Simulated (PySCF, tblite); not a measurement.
A database entry of computed molecular properties. Lists by class give the value and the number of equivalent atoms.

```json
{
 "formula": "C4H6FOSi",
 "smiles": "O[C]1C=C([SiH2]F)C1",
 "inchi": "InChI=1S/C4H6FOSi/c5-7-4-1-3(6)2-4/h1,6H,2,7H2",
 "charge": 0,
 "multiplicity": 2,
 "geometry_level": "GFN2-xTB",
 "atoms_angstrom": [
  ["O", -2.879, -0.474, 0.495],
  ["C", -1.569, -0.27, 0.298],
  ["C", -0.398, -0.466, 0.991],
  ["C", 0.4, 0.056, -0.048],
  ["Si", 2.193, 0.347, -0.345],
  ["F", 2.976, -0.154, 0.974],
  ["C", -0.849, 0.311, -0.894],
  ["H", -3.034, -0.868, 1.363],
  ["H", -0.161, -0.866, 1.959],
  ["H", 2.551, 1.759, -0.463],
  ["H", 2.752, -0.461, -1.426],
  ["H", -0.921, -0.269, -1.812],
  ["H", -1.066, 1.356, -1.109]
 ],
 "electronic_structure_code": "PySCF",
 "results": {
  "GFN2-xTB geometry": {
   "point_group": "Cs",
   "rotational_constants_GHz": [7.089, 1.018, 0.905]
  },
  "GFN2-xTB harmonic vibrations, gas phase": {
   "strongest_ir_bands_cm-1_km_per_mol_modes": [
    [719.5, 219.9, 1],
    [796.4, 335.8, 1],
    [810.0, 252.2, 1],
    [1141.6, 242.2, 1],
    [1605.2, 499.8, 1],
    [2248.1, 392.7, 1]
   ],
   "zpe_kcal_per_mol": 54.0
  },
  "UKS B3LYP, pcH-1 on C F H O Si, non-relativistic, mean-field spin-orbit, GIAO": {
   "g_iso": 2.00286,
   "g_tensor": [2.00217, 2.00313, 2.00326],
   "s2": 0.767,
   "a_iso_by_class_MHz": [
    ["13C", 59.4, 1],
    ["13C", 49.6, 1],
    ["1H", 41.6, 2],
    ["29Si", 39.9, 1],
    ["13C", -38.2, 1]
   ],
   "spin_populations_mulliken_by_atom": [0.08, 0.44, -0.18, 0.69, -0.01, 0.0, -0.07, 0.0, 0.0, 0.02, 0.02, 0.01, 0.01]
  }
 }
}
```

g_iso is shifted by about +540 ppm from the free-electron value 2.002319; the principal values span 0.0011. At 9.50 GHz, hν = g·μB·B₀ (B₀ the magnetic field) puts the centre of the isotropic spectrum, to first order, at 338.9 mT. The zero-point energy, half the sum of the 33 harmonic wavenumbers, equals 18890 cm⁻¹ or 226 kJ/mol.

 In GFN2-xTB open shells enter through the occupations alone, without spin polarisation, so single modes can be far off. Hyperfine couplings depend on the geometry, which wasn't re-optimised at a DFT level.

Conformer computed: `[OH:1][C:2]1[CH:3]=[C:4]([SiH2:5][F:6])[CH2:7]1`: C3–C4–Si5–F6 0°, H–O1–C2–C3 0°.

One conformer stands for the species.
